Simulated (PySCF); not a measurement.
A structure optimised at PBE-D3(BJ)/def2-SVP, used in a PySCF frequency run:

```xyz
13

B      0.1553     0.5144     0.2199
Cl     0.3791    -1.0780     0.9936
C      0.7519     1.7701     0.9502
H      1.8568     1.7561     0.8089
H      0.5915     1.7420     2.0470
H      0.3818     2.7332     0.5456
C     -0.6096     0.6009    -1.1508
C     -1.0090    -0.6845    -1.8768
H     -0.0099     1.2721    -1.8106
H     -1.5097     1.2259    -0.9250
H     -1.6412    -1.3293    -1.2338
H     -0.1180    -1.2860    -2.1487
H     -1.5726    -0.4786    -2.8091
```
Charge 0, spin multiplicity 1.

**Question.** Write its SMILES and formula.

**Answer.** CCB(C)Cl, C3H8BCl

**Question.** What are its rotational constants (standard atomic weights)?

**Answer.** 4.3178, 3.0216, 1.8405 GHz
